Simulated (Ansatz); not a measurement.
Born–Oppenheimer molecular dynamics of CH₁₀Si₃ (14 atoms, charge 0, multiplicity 1). It goes on from the last frame of an earlier run, with new velocities.

All numbers below come from RKS PBE-D4/STO-3G in Ansatz 0.2.0.

```yaml
ensemble: NVT, Langevin thermostat
time_step: 0.25 fs
steps_asked: 100
set_temperature: 100 K
friction: 0.005 /fs
seed: 401229
```

Frames 1.25 fs apart, positions in Å.

Velocities at 10 fs (Å/ps):

```
Si 2.67 1.21 -1.73
C -1.92 1.47 -0.56
H -5.56 9.48 -6.51
H 0.69 -3.41 1.59
H 18.36 -8.74 15.92
Si -1.78 1.20 0.70
H 1.91 7.94 -12.48
H -7.12 15.51 1.78
H 29.17 -18.93 4.61
H -2.44 -7.36 -4.90
Si 0.59 1.06 1.69
H 7.41 -11.29 -14.82
H -17.12 -17.57 9.93
H -20.86 -5.20 5.12
```

```xyz
14
Properties=species:S:1:pos:R:3 time_fs=10 energy_less_start_eV=-0.073 T=142
Si 0.035 -0.029 0.069
C 0.027 -0.162 1.982
H -1.024 -0.227 2.316
H 0.688 -1.005 2.343
H 0.460 0.743 2.415
Si 2.107 0.149 -0.797
H 2.973 -0.945 -0.426
H 2.081 0.236 -2.232
H 2.786 1.345 -0.357
H -0.767 1.161 -0.148
Si -1.145 -1.772 -0.798
H -2.359 -2.009 -0.058
H -1.539 -1.513 -2.162
H -0.328 -2.961 -0.706
14
Properties=species:S:1:pos:R:3 time_fs=11.25 energy_less_start_eV=-0.046 T=123
Si 0.038 -0.028 0.067
C 0.025 -0.161 1.981
H -1.029 -0.219 2.310
H 0.681 -1.006 2.346
H 0.483 0.735 2.436
Si 2.105 0.150 -0.796
H 2.976 -0.938 -0.442
H 2.070 0.255 -2.234
H 2.822 1.324 -0.349
H -0.770 1.154 -0.157
Si -1.145 -1.770 -0.796
H -2.353 -2.023 -0.074
H -1.559 -1.536 -2.153
H -0.353 -2.970 -0.702
14
Properties=species:S:1:pos:R:3 time_fs=12.5 energy_less_start_eV=-0.040 T=123
Si 0.041 -0.026 0.066
C 0.025 -0.160 1.980
H -1.030 -0.216 2.307
H 0.658 -1.000 2.346
H 0.505 0.728 2.455
Si 2.103 0.152 -0.795
H 2.981 -0.938 -0.455
H 2.058 0.273 -2.242
H 2.856 1.308 -0.340
H -0.772 1.153 -0.170
Si -1.143 -1.769 -0.793
H -2.352 -2.039 -0.083
H -1.578 -1.558 -2.153
H -0.376 -2.983 -0.702
14
Properties=species:S:1:pos:R:3 time_fs=13.75 energy_less_start_eV=-0.042 T=125
Si 0.044 -0.025 0.065
C 0.025 -0.158 1.978
H -1.025 -0.216 2.309
H 0.623 -0.997 2.344
H 0.519 0.722 2.468
Si 2.101 0.155 -0.794
H 2.987 -0.947 -0.468
H 2.044 0.289 -2.251
H 2.887 1.295 -0.328
H -0.773 1.156 -0.189
Si -1.141 -1.768 -0.791
H -2.359 -2.053 -0.084
H -1.591 -1.581 -2.159
H -0.394 -3.001 -0.703
14
Properties=species:S:1:pos:R:3 time_fs=15 energy_less_start_eV=-0.039 T=127
Si 0.046 -0.025 0.065
C 0.027 -0.155 1.975
H -1.017 -0.218 2.315
H 0.584 -1.004 2.342
H 0.523 0.712 2.474
Si 2.099 0.157 -0.793
H 2.990 -0.960 -0.483
H 2.029 0.304 -2.257
H 2.912 1.285 -0.314
H -0.770 1.162 -0.212
Si -1.140 -1.767 -0.789
H -2.371 -2.063 -0.078
H -1.600 -1.602 -2.166
H -0.407 -3.023 -0.708
14
Properties=species:S:1:pos:R:3 time_fs=16.25 energy_less_start_eV=-0.037 T=124
Si 0.048 -0.024 0.065
C 0.030 -0.151 1.972
H -1.008 -0.221 2.326
H 0.548 -1.027 2.342
H 0.519 0.699 2.471
Si 2.098 0.160 -0.793
H 2.987 -0.976 -0.500
H 2.014 0.316 -2.258
H 2.929 1.278 -0.298
H -0.762 1.169 -0.237
Si -1.138 -1.766 -0.788
H -2.384 -2.070 -0.068
H -1.605 -1.619 -2.174
H -0.418 -3.045 -0.712
14
Properties=species:S:1:pos:R:3 time_fs=17.5 energy_less_start_eV=-0.030 T=116
Si 0.050 -0.024 0.065
C 0.032 -0.148 1.967
H -1.000 -0.222 2.340
H 0.520 -1.060 2.344
H 0.510 0.689 2.465
Si 2.098 0.163 -0.793
H 2.975 -0.994 -0.520
H 1.998 0.328 -2.251
H 2.937 1.271 -0.283
H -0.747 1.175 -0.262
Si -1.137 -1.766 -0.786
H -2.392 -2.070 -0.056
H -1.603 -1.634 -2.179
H -0.427 -3.061 -0.715
14
Properties=species:S:1:pos:R:3 time_fs=18.75 energy_less_start_eV=-0.025 T=117
Si 0.051 -0.023 0.066
C 0.034 -0.145 1.962
H -0.995 -0.220 2.354
H 0.498 -1.093 2.342
H 0.504 0.689 2.463
Si 2.099 0.166 -0.793
H 2.954 -1.010 -0.543
H 1.984 0.340 -2.240
H 2.935 1.261 -0.268
H -0.727 1.176 -0.286
Si -1.137 -1.767 -0.784
H -2.392 -2.064 -0.046
H -1.596 -1.643 -2.177
H -0.434 -3.069 -0.717
14
Properties=species:S:1:pos:R:3 time_fs=20 energy_less_start_eV=-0.040 T=124
Si 0.051 -0.023 0.068
C 0.036 -0.144 1.957
H -0.992 -0.214 2.366
H 0.479 -1.119 2.331
H 0.507 0.699 2.465
Si 2.100 0.168 -0.793
H 2.925 -1.022 -0.569
H 1.971 0.354 -2.228
H 2.923 1.247 -0.255
H -0.702 1.177 -0.308
Si -1.137 -1.768 -0.783
H -2.382 -2.054 -0.039
H -1.583 -1.649 -2.172
H -0.442 -3.069 -0.721
14
Properties=species:S:1:pos:R:3 time_fs=21.25 energy_less_start_eV=-0.056 T=134
Si 0.051 -0.022 0.069
C 0.036 -0.146 1.952
H -0.989 -0.202 2.373
H 0.462 -1.130 2.315
H 0.518 0.714 2.468
Si 2.101 0.171 -0.793
H 2.891 -1.034 -0.593
H 1.958 0.370 -2.220
H 2.905 1.236 -0.241
H -0.676 1.178 -0.326
Si -1.137 -1.770 -0.781
H -2.367 -2.038 -0.035
H -1.565 -1.651 -2.168
H -0.448 -3.060 -0.724
14
Properties=species:S:1:pos:R:3 time_fs=22.5 energy_less_start_eV=-0.064 T=134
Si 0.051 -0.022 0.069
C 0.037 -0.149 1.948
H -0.990 -0.183 2.371
H 0.451 -1.125 2.293
H 0.532 0.722 2.467
Si 2.103 0.173 -0.793
H 2.856 -1.049 -0.616
H 1.947 0.390 -2.216
H 2.888 1.230 -0.227
H -0.651 1.179 -0.341
Si -1.137 -1.772 -0.779
H -2.349 -2.017 -0.030
H -1.544 -1.650 -2.163
H -0.450 -3.048 -0.726
14
Properties=species:S:1:pos:R:3 time_fs=23.75 energy_less_start_eV=-0.067 T=140
Si 0.051 -0.022 0.070
C 0.037 -0.152 1.946
H -0.992 -0.163 2.365
H 0.447 -1.109 2.270
H 0.546 0.716 2.458
Si 2.104 0.175 -0.793
H 2.822 -1.067 -0.637
H 1.936 0.412 -2.215
H 2.873 1.232 -0.210
H -0.631 1.184 -0.353
Si -1.136 -1.773 -0.777
H -2.335 -1.994 -0.021
H -1.522 -1.643 -2.159
H -0.447 -3.034 -0.726
```

Of the whole run (25 fs, mean temperature of the second half 127 K): The mean temperature of the second half is 27 % above the set value. A run of 0.025 ps of so small a system gives no equilibrium averages. Limits of this set-up: minimal basis.

The run took 3.3 min on 1 thread of Arm Neoverse V2, on a shared host, peak memory 0.097 GiB.
